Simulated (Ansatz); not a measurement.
Born–Oppenheimer molecular dynamics of a periodic cell of 13 atoms, NaTi₁₂ (host Ti, host structure hcp, interstitial Na). It goes on from the last frame of an earlier run, with new velocities.

Theory: DFT PBE, scalar-relativistic, plane waves, PAW (Ansatz). Settings: accuracy low, cutoff 420 eV, k mesh 2x2x2, fermi-dirac smearing 0.15 eV, no spin polarisation.

```
ensemble                      : NVE (velocity Verlet)
time step                     : 2 fs
steps asked                   : 180
starting velocities drawn for : 2100 K
seed                          : 696974
```

Frames 10 fs apart, positions in Å, forces in eV/Å.

Velocities at 220.0 fs (Å/ps):

```
Ti 4.25 6.31 0.46
Ti 2.26 1.00 -5.99
Ti -6.66 -0.42 -3.93
Ti 12.92 -5.01 -13.67
Ti -2.15 7.55 -1.58
Ti -6.65 10.20 10.87
Ti 6.35 -12.56 0.45
Ti -1.27 -6.62 4.66
Ti -3.30 -4.59 5.63
Ti -3.71 2.23 2.04
Ti -3.90 4.54 7.04
Ti 0.69 -1.54 -3.53
Na 2.43 -2.30 -5.08
```

```xyz
13
Lattice="5.9000 0.0000 0.0000 -4.4250 7.6643 0.0000 0.0000 0.0000 4.6846" Properties=species:S:1:pos:R:3:forces:R:3 time_fs=220.0 energy_less_start_eV=-0.066 T=2143
Ti 0.115 -0.193 0.281 -0.91 0.88 1.24
Ti 0.970 1.727 1.714 1.24 0.67 -0.34
Ti 0.132 3.428 0.091 1.08 -0.78 0.04
Ti -1.153 4.116 2.643 -0.16 0.31 -0.35
Ti -3.925 5.139 0.924 0.68 0.63 -0.65
Ti -3.030 6.918 3.068 1.80 -1.52 -1.92
Ti 3.041 0.114 0.831 -0.06 0.65 0.39
Ti 3.441 2.914 0.458 -0.21 0.29 1.31
Ti 2.589 1.446 -1.258 -1.97 0.96 0.16
Ti 2.015 4.288 3.046 -0.81 -1.28 0.80
Ti -0.991 5.588 0.468 -1.27 -0.52 -0.72
Ti 0.196 6.439 2.766 0.10 -0.24 0.52
Na 4.952 1.425 3.201 0.48 -0.05 -0.47
13
Lattice="5.9000 0.0000 0.0000 -4.4250 7.6643 0.0000 0.0000 0.0000 4.6846" Properties=species:S:1:pos:R:3:forces:R:3 time_fs=230.0 energy_less_start_eV=0.435 T=1821
Ti 0.147 -0.121 0.298 -1.21 0.89 1.25
Ti 1.005 1.744 1.652 1.20 0.72 -0.09
Ti 0.077 3.417 0.052 1.35 -0.62 -0.09
Ti -1.027 4.069 2.505 -0.65 0.24 0.37
Ti -3.941 5.218 0.903 0.42 -0.13 -0.20
Ti -3.078 7.002 3.155 1.84 -2.28 -2.45
Ti 3.103 -0.001 0.839 -0.49 2.02 0.31
Ti 3.425 2.852 0.516 -0.30 0.48 0.92
Ti 2.539 1.411 -1.200 -1.23 1.36 0.16
Ti 1.973 4.297 3.073 0.08 -1.26 0.36
Ti -1.042 5.626 0.529 -0.99 -1.42 -1.19
Ti 0.204 6.422 2.738 0.10 -0.07 1.07
Na 4.982 1.401 3.140 -0.12 0.06 -0.42
13
Lattice="5.9000 0.0000 0.0000 -4.4250 7.6643 0.0000 0.0000 0.0000 4.6846" Properties=species:S:1:pos:R:3:forces:R:3 time_fs=240.0 energy_less_start_eV=0.817 T=1575
Ti 0.155 -0.031 0.340 -1.26 0.78 0.97
Ti 1.064 1.775 1.587 0.96 0.59 0.29
Ti 0.049 3.393 0.010 1.23 -0.37 -0.34
Ti -0.914 4.026 2.375 -0.80 0.20 1.11
Ti -3.947 5.295 0.878 0.06 -0.67 0.18
Ti -3.089 7.041 3.194 1.71 -2.54 -2.55
Ti 3.154 -0.075 0.854 -0.84 3.07 0.17
Ti 3.404 2.799 0.593 -0.17 0.62 0.48
Ti 2.463 1.403 -1.139 -0.46 1.51 0.15
Ti 1.932 4.281 3.107 0.80 -1.07 -0.11
Ti -1.113 5.634 0.567 -0.67 -2.18 -1.54
Ti 0.213 6.403 2.731 0.08 -0.07 1.44
Na 5.008 1.381 3.063 -0.64 0.13 -0.26
13
Lattice="5.9000 0.0000 0.0000 -4.4250 7.6643 0.0000 0.0000 0.0000 4.6846" Properties=species:S:1:pos:R:3:forces:R:3 time_fs=250.0 energy_less_start_eV=0.718 T=1639
Ti 0.139 0.075 0.402 -1.02 0.41 0.43
Ti 1.142 1.818 1.529 0.55 0.38 0.81
Ti 0.045 3.362 -0.037 0.75 -0.15 -0.50
Ti -0.816 3.988 2.267 -0.79 0.26 1.68
Ti -3.954 5.359 0.856 -0.52 -0.86 0.35
Ti -3.066 7.030 3.182 1.46 -2.31 -2.19
Ti 3.189 -0.090 0.872 -1.04 2.70 -0.03
Ti 3.380 2.758 0.680 0.14 0.83 0.10
Ti 2.378 1.425 -1.075 0.22 1.25 -0.11
Ti 1.907 4.244 3.140 1.41 -0.66 -0.47
Ti -1.197 5.601 0.574 -0.30 -1.78 -1.57
Ti 0.225 6.382 2.752 -0.03 -0.18 1.46
Na 5.008 1.365 2.974 -0.84 0.10 0.02
13
Lattice="5.9000 0.0000 0.0000 -4.4250 7.6643 0.0000 0.0000 0.0000 4.6846" Properties=species:S:1:pos:R:3:forces:R:3 time_fs=260.0 energy_less_start_eV=0.381 T=1855
Ti 0.102 0.188 0.471 -0.60 -0.24 -0.37
Ti 1.231 1.869 1.487 0.11 0.23 1.30
Ti 0.056 3.327 -0.095 0.09 0.02 -0.40
Ti -0.735 3.955 2.191 -0.72 0.43 1.84
Ti -3.970 5.407 0.841 -1.15 -0.77 0.33
Ti -3.014 6.972 3.126 0.98 -1.78 -1.34
Ti 3.204 -0.052 0.889 -1.16 1.36 -0.24
Ti 3.359 2.735 0.769 0.66 1.16 -0.19
Ti 2.297 1.472 -1.014 0.60 0.63 -0.55
Ti 1.910 4.194 3.163 1.89 -0.05 -0.65
Ti -1.287 5.533 0.550 0.16 -0.73 -1.37
Ti 0.235 6.358 2.803 -0.13 -0.28 1.21
Na 4.974 1.353 2.887 -0.74 0.02 0.44
13
Lattice="5.9000 0.0000 0.0000 -4.4250 7.6643 0.0000 0.0000 0.0000 4.6846" Properties=species:S:1:pos:R:3:forces:R:3 time_fs=270.0 energy_less_start_eV=0.136 T=2014
Ti 0.053 0.296 0.534 -0.22 -0.77 -0.92
Ti 1.322 1.924 1.471 -0.41 0.15 1.45
Ti 0.069 3.293 -0.160 -0.54 0.16 -0.01
Ti -0.667 3.931 2.152 -0.57 0.66 1.58
Ti -4.010 5.438 0.833 -1.51 -0.60 0.20
Ti -2.942 6.878 3.043 0.56 -1.21 -0.60
Ti 3.195 0.013 0.901 -1.04 0.11 -0.31
Ti 3.351 2.735 0.855 1.20 1.55 -0.43
Ti 2.228 1.531 -0.964 0.57 -0.23 -0.95
Ti 1.951 4.143 3.173 2.14 0.63 -0.66
Ti -1.375 5.450 0.498 0.38 -0.17 -1.11
Ti 0.244 6.329 2.878 -0.09 -0.24 0.86
Na 4.909 1.343 2.819 -0.48 -0.04 0.90
13
Lattice="5.9000 0.0000 0.0000 -4.4250 7.6643 0.0000 0.0000 0.0000 4.6846" Properties=species:S:1:pos:R:3:forces:R:3 time_fs=280.0 energy_less_start_eV=-0.058 T=2139
Ti 0.000 0.390 0.579 0.21 -1.06 -1.04
Ti 1.405 1.983 1.484 -1.16 0.13 1.32
Ti 0.071 3.262 -0.225 -0.85 0.30 0.47
Ti -0.612 3.920 2.145 -0.37 0.86 1.11
Ti -4.079 5.458 0.828 -1.49 -0.48 -0.01
Ti -2.858 6.761 2.948 0.23 -0.51 -0.13
Ti 3.166 0.082 0.908 -0.71 -0.84 -0.29
Ti 3.367 2.766 0.931 1.39 1.62 -0.84
Ti 2.170 1.585 -0.933 0.59 -1.09 -1.08
Ti 2.035 4.105 3.171 1.99 1.17 -0.51
Ti -1.455 5.363 0.424 0.31 0.09 -0.76
Ti 0.250 6.295 2.970 0.06 -0.08 0.53
Na 4.824 1.331 2.788 -0.20 -0.10 1.24
13
Lattice="5.9000 0.0000 0.0000 -4.4250 7.6643 0.0000 0.0000 0.0000 4.6846" Properties=species:S:1:pos:R:3:forces:R:3 time_fs=290.0 energy_less_start_eV=-0.258 T=2268
Ti -0.049 0.462 0.603 0.61 -1.14 -0.82
Ti 1.464 2.044 1.522 -1.70 0.19 0.84
Ti 0.058 3.237 -0.281 -0.64 0.37 0.75
Ti -0.563 3.927 2.160 -0.18 0.89 0.62
Ti -4.178 5.468 0.824 -1.16 -0.43 -0.20
Ti -2.770 6.633 2.850 -0.05 0.17 0.13
Ti 3.122 0.133 0.908 -0.30 -1.47 -0.32
Ti 3.410 2.829 0.990 1.13 1.11 -1.32
Ti 2.125 1.618 -0.923 0.59 -1.56 -0.69
Ti 2.158 4.090 3.158 1.40 1.38 -0.14
Ti -1.529 5.277 0.335 0.12 0.54 -0.28
Ti 0.258 6.259 3.073 0.15 0.11 0.18
Na 4.731 1.314 2.808 0.02 -0.17 1.24
13
Lattice="5.9000 0.0000 0.0000 -4.4250 7.6643 0.0000 0.0000 0.0000 4.6846" Properties=species:S:1:pos:R:3:forces:R:3 time_fs=300.0 energy_less_start_eV=-0.330 T=2314
Ti -0.086 0.511 0.611 0.85 -1.07 -0.34
Ti 1.490 2.109 1.577 -1.72 0.19 0.09
Ti 0.032 3.220 -0.322 -0.06 0.38 0.85
Ti -0.519 3.951 2.187 -0.02 0.81 0.19
Ti -4.300 5.469 0.816 -0.59 -0.43 -0.22
Ti -2.683 6.508 2.754 -0.25 0.79 0.29
Ti 3.073 0.156 0.903 0.07 -1.66 -0.35
Ti 3.475 2.913 1.023 0.50 0.12 -1.59
Ti 2.090 1.621 -0.926 0.40 -1.58 -0.08
Ti 2.308 4.101 3.143 0.46 1.04 0.26
Ti -1.601 5.204 0.241 0.00 1.24 0.31
Ti 0.269 6.226 3.180 0.18 0.35 -0.17
Na 4.638 1.291 2.878 0.18 -0.17 0.76
13
Lattice="5.9000 0.0000 0.0000 -4.4250 7.6643 0.0000 0.0000 0.0000 4.6846" Properties=species:S:1:pos:R:3:forces:R:3 time_fs=310.0 energy_less_start_eV=-0.027 T=2118
Ti -0.106 0.539 0.613 0.96 -1.04 0.21
Ti 1.482 2.178 1.634 -1.33 0.14 -0.61
Ti 0.004 3.209 -0.346 0.53 0.26 0.90
Ti -0.475 3.991 2.219 -0.04 0.75 -0.22
Ti -4.434 5.462 0.803 -0.05 -0.36 0.06
Ti -2.600 6.400 2.664 -0.32 1.31 0.46
Ti 3.024 0.146 0.890 0.27 -1.39 -0.28
Ti 3.550 2.999 1.024 -0.31 -0.96 -1.34
Ti 2.064 1.592 -0.931 0.08 -1.33 0.34
Ti 2.468 4.133 3.132 -0.54 0.17 0.30
Ti -1.672 5.154 0.152 0.24 1.91 0.79
Ti 0.283 6.199 3.283 0.20 0.59 -0.60
Na 4.553 1.261 2.979 0.32 -0.05 -0.02
13
Lattice="5.9000 0.0000 0.0000 -4.4250 7.6643 0.0000 0.0000 0.0000 4.6846" Properties=species:S:1:pos:R:3:forces:R:3 time_fs=320.0 energy_less_start_eV=0.653 T=1680
Ti -0.107 0.546 0.618 0.95 -1.09 0.65
Ti 1.448 2.249 1.679 -0.69 0.06 -1.03
Ti -0.013 3.204 -0.352 0.86 0.05 0.82
Ti -0.431 4.047 2.246 -0.18 0.70 -0.52
Ti -4.569 5.447 0.793 0.57 -0.18 0.39
Ti -2.524 6.317 2.583 -0.37 1.84 0.56
Ti 2.981 0.108 0.872 0.37 -0.91 -0.09
Ti 3.619 3.067 1.000 -1.02 -1.74 -0.69
Ti 2.039 1.536 -0.930 -0.25 -0.96 0.46
Ti 2.617 4.168 3.126 -1.61 -1.06 0.00
Ti -1.738 5.144 0.080 0.66 2.35 1.16
Ti 0.301 6.185 3.374 0.24 0.80 -0.96
Na 4.482 1.229 3.079 0.47 0.14 -0.75
13
Lattice="5.9000 0.0000 0.0000 -4.4250 7.6643 0.0000 0.0000 0.0000 4.6846" Properties=species:S:1:pos:R:3:forces:R:3 time_fs=330.0 energy_less_start_eV=1.304 T=1261
Ti -0.088 0.531 0.637 0.84 -1.17 0.88
Ti 1.400 2.322 1.704 -0.07 -0.09 -1.17
Ti -0.013 3.201 -0.342 0.88 -0.17 0.58
Ti -0.392 4.116 2.263 -0.39 0.60 -0.55
Ti -4.692 5.429 0.789 1.18 0.08 0.53
Ti -2.455 6.272 2.514 -0.43 2.15 0.57
Ti 2.945 0.052 0.852 0.53 -0.36 0.14
Ti 3.668 3.100 0.961 -1.37 -2.05 -0.06
Ti 2.009 1.461 -0.920 -0.52 -0.64 0.29
Ti 2.734 4.181 3.121 -2.35 -1.88 -0.14
Ti -1.791 5.179 0.030 0.72 2.22 1.28
Ti 0.325 6.186 3.447 0.37 0.99 -1.18
Na 4.430 1.203 3.149 0.61 0.32 -1.17
```

Of the whole run (360 fs, mean temperature of the second half 1819 K): The conserved energy stayed within 0.27 meV per atom of its start (net change 0.18 meV per atom), so the integration is sound. A run of 0.36 ps of so small a system gives no equilibrium averages. Limits of this set-up: coarse k mesh, low accuracy level.

Time of the run: 17 min on 1 thread of Arm Neoverse V2, with other jobs on the host, peak memory 0.6 GiB.
